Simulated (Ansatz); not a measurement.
`[OH][Ge][N]([SiH3])[SiH3]`. Total charge 0; spin multiplicity 1. The structure was optimised at the PBE0-D4/def2-TZVP level. It is one conformer, not always the lowest.

```xyz
12

O     2.201   -1.079   -1.528
Ge    0.654   -1.794   -1.004
N    -0.118   -0.359   -0.061
Si    0.542    1.241    0.056
Si   -1.656   -0.665    0.694
H     2.445   -0.212   -1.185
H     0.139    2.097   -1.091
H     0.084    1.882    1.318
H     2.032    1.190    0.078
H    -2.080   -2.039    0.311
H    -2.680    0.313    0.236
H    -1.563   -0.575    2.175
```

(1) What is the dipole moment at ωB97M-V/def2-TZVPP? (An estimate is asked.)

(2) And with PBE, r2SCAN, B3LYP? (Best estimate.)

(3) Give the Mulliken charges with ωB97M-V, r2SCAN, B3LYP in def2-TZVPP. (Estimate.)

Answers

(1) The calculation gave: 1.01 D, with components (-0.52, 0.57, 0.65) D in this frame, pointing from negative to positive charge.

(2) Ansatz gave: PBE 1.03 D, r2SCAN 1.11 D, B3LYP 1.07 D.

(3) Ansatz gave: 
```json
{"atom": "O1", "ωB97M-V": "-0.43", "r2SCAN": "-0.43", "B3LYP": "-0.43"}
{"atom": "Ge2", "ωB97M-V": "0.50", "r2SCAN": "0.47", "B3LYP": "0.48"}
{"atom": "N3", "ωB97M-V": "-0.50", "r2SCAN": "-0.50", "B3LYP": "-0.44"}
{"atom": "Si4", "ωB97M-V": "0.21", "r2SCAN": "0.34", "B3LYP": "0.30"}
{"atom": "Si5", "ωB97M-V": "0.21", "r2SCAN": "0.36", "B3LYP": "0.31"}
{"atom": "H6", "ωB97M-V": "0.18", "r2SCAN": "0.19", "B3LYP": "0.17"}
{"atom": "H7", "ωB97M-V": "-0.02", "r2SCAN": "-0.06", "B3LYP": "-0.06"}
{"atom": "H8", "ωB97M-V": "-0.02", "r2SCAN": "-0.06", "B3LYP": "-0.06"}
{"atom": "H9", "ωB97M-V": "-0.05", "r2SCAN": "-0.09", "B3LYP": "-0.09"}
{"atom": "H10", "ωB97M-V": "-0.01", "r2SCAN": "-0.06", "B3LYP": "-0.06"}
{"atom": "H11", "ωB97M-V": "-0.03", "r2SCAN": "-0.07", "B3LYP": "-0.07"}
{"atom": "H12", "ωB97M-V": "-0.03", "r2SCAN": "-0.08", "B3LYP": "-0.07"}
```

B3LYP here is the variant with VWN-RPA as its local correlation; programs differ in this.
